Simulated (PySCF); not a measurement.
Molecule: SMILES O=C1C[C@@H]2C[C@H](F)[C@H]1C2, C$_{7}$H$_{9}$FO.

Bonds (- single, = double, # triple, : aromatic): O1=C2, C2-C3, C3-C4, C4-C5, C5-C6, C6-F7, C6-C8, C8-C9, C8-C2, C9-C4. C3 carries H10, H11; C4 carries H12; C5 carries H13, H14; C6 carries H15; C8 carries H16; C9 carries H17, H18. Stereochemistry as in O=C1C[C@@H]2C[C@H](F)[C@H]1C2. H14 is cis to C2 on the ring; H10, H18 are cis to C5 on the ring; H13 is trans to C2 on the ring; H11, H17 are trans to C5 on the ring.

Frames of a GFN2-xTB Langevin trajectory at 300 K; GIAO PBE0/pcSseg-1 shieldings in PySCF 2.14, gas phase, non-relativistic; equivalent atoms averaged within each frame.

Scale: H2O for 17O (σ = 336.08 ppm); TMS for 13C (σ = 186.93 ppm) and 1H (σ = 31.72 ppm); CFCl3 for 19F (σ = 170.95 ppm) (reference shieldings calculated alike). The references are static minima.

**Question.** How do the shifts (ppm) fluctuate along the trajectory?

**Answer.** 
```tsv
time (fs)	O1	C2	C6	C8	C3	C9	C5	C4	F7	H15
optimised geometry	668.9	214.2	95.4	59.2	47.1	38.0	40.6	37.2	-203.5	5.42
250	661.3	207.3	104.2	65.2	47.7	44.6	42.4	36.1	-169.3	6.11
425	662.9	217.0	97.7	54.6	52.1	50.5	42.3	46.2	-174.6	5.20
625	690.2	212.7	101.1	59.9	34.0	46.2	39.4	38.1	-175.6	5.66
800	672.9	216.4	98.9	61.8	54.0	40.6	41.7	41.4	-194.0	6.24
1000	653.2	208.1	96.7	64.2	39.4	33.7	43.9	41.3	-195.8	5.64
mean of frames	668.1	212.3	99.7	61.1	45.4	43.1	41.9	40.6	-181.9	5.77
standard deviation	14.2	4.5	3.0	4.2	8.5	6.3	1.6	3.9	12.2	0.41
```

5 frames give an uncertainty of the mean of about the standard deviation over 2.2 at best, since frames this close in time may not be independent; classical motion lacks zero-point vibration, and the reference would need the same averaging.
